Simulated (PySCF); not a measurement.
Species: `c1cc(sc1)[SiH2][SiH2]OC`. The columns A, B, C and D hold Mulliken, IAO, Hirshfeld and ESP-fitted charges (e) of one PBE0/pcSseg-1 density (PySCF), in a shuffled order. Coordinates in Å (GFN2-xTB); the density's dipole moment is (0.58, 0.70, 0.81) D.

| atom | x | y | z | A | B | C | D |
| --- | --- | --- | --- | --- | --- | --- | --- |
| C1 | 4.236 | -0.044 | 0.142 | -0.032 | -0.247 | -0.002 | -0.197 |
| O2 | 2.915 | -0.437 | -0.059 | -0.231 | -0.289 | -0.646 | -0.645 |
| Si3 | 1.570 | 0.465 | 0.073 | +0.304 | +0.515 | +0.627 | +0.726 |
| Si4 | 0.004 | -1.140 | -0.430 | +0.235 | -0.038 | +0.394 | +0.458 |
| C5 | -1.691 | -0.343 | -0.329 | -0.131 | -0.070 | -0.577 | -0.435 |
| C6 | -2.655 | -0.460 | 0.627 | -0.072 | -0.046 | -0.042 | -0.173 |
| C7 | -3.804 | 0.325 | 0.386 | -0.074 | -0.299 | -0.051 | -0.186 |
| C8 | -3.705 | 1.042 | -0.761 | -0.082 | -0.201 | -0.271 | -0.315 |
| S9 | -2.208 | 0.766 | -1.560 | +0.101 | +0.020 | +0.258 | +0.329 |
| H10 | 4.385 | 0.298 | 1.169 | +0.041 | +0.118 | +0.098 | +0.129 |
| H11 | 4.507 | 0.769 | -0.535 | +0.042 | +0.119 | +0.097 | +0.129 |
| H12 | 4.881 | -0.903 | -0.047 | +0.050 | +0.127 | +0.119 | +0.154 |
| H13 | 1.497 | 1.068 | 1.417 | -0.087 | -0.124 | -0.106 | -0.143 |
| H14 | 1.648 | 1.632 | -0.825 | -0.087 | -0.119 | -0.104 | -0.142 |
| H15 | -0.073 | -2.289 | 0.487 | -0.067 | -0.007 | -0.059 | -0.092 |
| H16 | 0.105 | -1.712 | -1.784 | -0.073 | +0.004 | -0.045 | -0.095 |
| H17 | -2.542 | -1.097 | 1.486 | +0.053 | +0.132 | +0.086 | +0.159 |
| H18 | -4.662 | 0.351 | 1.035 | +0.056 | +0.198 | +0.095 | +0.164 |
| H19 | -4.417 | 1.717 | -1.195 | +0.055 | +0.208 | +0.130 | +0.174 |

Task: Which column most likely holds the ESP-fitted charges?

Result: B. Σ q r misses the density's dipole by 0.03 D (B), 1.09 D (A), 1.96 D (D), 3.00 D (C). Charges fitted to the outside potential are the only set here that is tied to the molecule's multipoles.

Task: And the Hirshfeld charges?

Result: A. The mean sizes are 0.098 e (A), 0.152 e (B), 0.200 e (C), 0.255 e (D), and Hirshfeld charges are commonly the smallest of these schemes.

As computed, A = Hirshfeld, B = ESP-fitted, C = Mulliken, D = IAO. Hydrogens on carbon: Hirshfeld +0.04 to +0.06, ESP-fitted +0.12 to +0.21, Mulliken +0.09 to +0.13, IAO +0.13 to +0.17 e.

The IAO scheme counts the electrons in orthogonalised intrinsic atomic orbitals, a minimal basis polarised so that it spans the occupied orbitals exactly. The Hirshfeld scheme weights the molecular density at each point by an atom's share of the summed free-atom densities.

One conformer (not necessarily the lowest) at the GFN2-xTB geometry, without solvent, vibrations or thermal averaging.

The run behind these numbers computed NMR shieldings as well. Hardware: one thread, Arm Neoverse N1 (aarch64), no GPU, on a shared host. Cost: 83 s of wall time, 1.0 GiB resident at most.

The values belong to the conformer `[CH3:1][O:2][SiH2:3][SiH2:4][c:5]1[cH:6][cH:7][cH:8][s:9]1`: C1–O2–Si3–Si4 -179°, O2–Si3–Si4–C5 179°, Si3–Si4–C5–C6 -105°.
